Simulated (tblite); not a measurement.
Species: C₂H₈BrClOSi₂.
Atom-mapped SMILES: `[CH3:1][Si@H:2]([CH2:3][Cl:4])[O:5][SiH2:6][Br:7]` (hydrogens: H8, H9, H10 on C1; H11 on Si2; H12, H13 on C3; H14, H15 on Si6)

Computed with GFN2-xTB (tblite), gas phase: L-BFGS steps from a force-field or distance-geometry start until the largest atomic force falls under 0.01 eV/Å.

Step 10: E = -671.3795 eV
```
atom  x, y, z in Å  |  force x, y, z in eV/Å
C1     -0.3194    0.5366    1.5212    0.080  -0.029  -0.190
Si2    -0.3264    0.3798   -0.3763   -0.121   0.112   0.064
C3     -2.1091   -0.1102   -0.8548    0.196   0.007  -0.008
Cl4    -3.0426    1.3707   -0.5304   -0.053  -0.070  -0.037
O5      0.7184   -0.8015   -0.8484   -0.087   0.006   0.034
Si6     2.2993   -1.0430   -0.6452    0.120   0.349   0.217
Br7     3.0420    0.8337    0.2938    0.116  -0.322  -0.126
H8     -0.8035    1.4603    1.8113   -0.053   0.066   0.082
H9     -0.8638   -0.2820    1.9856   -0.044  -0.030   0.014
H10     0.6819    0.5457    1.9447   -0.050   0.044  -0.053
H11     0.0942    1.5768   -1.1223   -0.129  -0.144   0.111
H12    -2.5234   -0.8879   -0.2182   -0.011   0.010  -0.043
H13    -2.2827   -0.3793   -1.8939    0.077   0.053   0.057
H14     2.9463   -1.0906   -1.9384   -0.049  -0.096  -0.021
H15     2.4842   -2.1012    0.3322    0.007   0.045  -0.101
```

Step 11: E = -671.3930 eV
```
atom  x, y, z in Å  |  force x, y, z in eV/Å
C1     -0.3254    0.5446    1.5229    0.044  -0.030  -0.086
Si2    -0.3331    0.3795   -0.3734   -0.103   0.154   0.069
C3     -2.1129   -0.1109   -0.8608    0.220  -0.051   0.000
Cl4    -3.0469    1.3690   -0.5350   -0.059  -0.099  -0.040
O5      0.7234   -0.7919   -0.8420   -0.102   0.024   0.056
Si6     2.3042   -1.0377   -0.6457    0.082   0.399   0.227
Br7     3.0911    0.8226    0.2912    0.040  -0.329  -0.136
H8     -0.8105    1.4612    1.8384   -0.028   0.055  -0.030
H9     -0.8639   -0.2762    1.9893   -0.065  -0.081   0.003
H10     0.6752    0.5487    1.9457    0.015   0.056  -0.069
H11     0.0846    1.5710   -1.1250   -0.110  -0.094   0.098
H12    -2.5216   -0.8962   -0.2295   -0.044   0.041  -0.021
H13    -2.2825   -0.3835   -1.9000    0.079   0.088   0.054
H14     2.9331   -1.0984   -1.9421    0.001  -0.090  -0.105
H15     2.4808   -2.0938    0.3271    0.028  -0.044  -0.018
```

Step 12: E = -671.4054 eV
```
atom  x, y, z in Å  |  force x, y, z in eV/Å
C1     -0.3317    0.5522    1.5241   -0.012  -0.024   0.064
Si2    -0.3408    0.3814   -0.3696   -0.044   0.125   0.075
C3     -2.1130   -0.1127   -0.8665    0.156  -0.083   0.013
Cl4    -3.0521    1.3649   -0.5404   -0.056  -0.118  -0.040
O5      0.7272   -0.7807   -0.8339   -0.082   0.051   0.085
Si6     2.3099   -1.0263   -0.6432    0.000   0.285   0.126
Br7     3.1405    0.8056    0.2860    0.019  -0.215  -0.088
H8     -0.8174    1.4622    1.8642   -0.001   0.030  -0.137
H9     -0.8648   -0.2716    1.9928   -0.064  -0.104  -0.021
H10     0.6688    0.5527    1.9454    0.072   0.061  -0.079
H11     0.0731    1.5639   -1.1262   -0.077   0.010   0.055
H12    -2.5207   -0.9034   -0.2414   -0.059   0.050   0.008
H13    -2.2811   -0.3860   -1.9050    0.092   0.102   0.020
H14     2.9196   -1.1076   -1.9471    0.015  -0.074  -0.117
H15     2.4779   -2.0868    0.3217    0.043  -0.097   0.037
```

Problem. Estimate the geometry and energy of step 13. (The exact step hangs on the optimiser's Hessian estimate; all steps are aligned on step 12, rigid shifts and turns removed.)

Solution. E = -671.4131 eV, largest force 0.180 eV/Å
```
atom  x, y, z in Å  |  force x, y, z in eV/Å
C1     -0.3361    0.5566    1.5261   -0.037  -0.028   0.140
Si2    -0.3463    0.3846   -0.3655    0.012   0.069   0.084
C3     -2.1101   -0.1153   -0.8697    0.055  -0.071   0.024
Cl4    -3.0564    1.3596   -0.5449   -0.050  -0.117  -0.036
O5      0.7285   -0.7717   -0.8264   -0.041   0.068   0.102
Si6     2.3135   -1.0141   -0.6397   -0.073   0.049  -0.010
Br7     3.1732    0.7904    0.2810    0.052  -0.046  -0.011
H8     -0.8217    1.4631    1.8783    0.006   0.020  -0.179
H9     -0.8665   -0.2703    1.9945   -0.048  -0.095  -0.032
H10     0.6657    0.5566    1.9436    0.088   0.056  -0.074
H11     0.0641    1.5596   -1.1258   -0.048   0.104   0.014
H12    -2.5212   -0.9069   -0.2491   -0.056   0.031   0.028
H13    -2.2783   -0.3856   -1.9079    0.108   0.090  -0.019
H14     2.9105   -1.1150   -1.9518   -0.009  -0.054  -0.060
H15     2.4767   -2.0835    0.3184    0.041  -0.078   0.028
```

The energy changes by -0.0077 eV. The first-order estimate −F·Δx gives -0.0113 eV and the mean of the old and new forces, exact on a quadratic surface, -0.0077 eV. The step makes an angle of 68° with the force vector and moves no atom by more than 0.036 Å.

The cost below is that of the whole relaxation. On one thread, Arm Neoverse V1 (aarch64), shared host, this took 1.2 s wall.
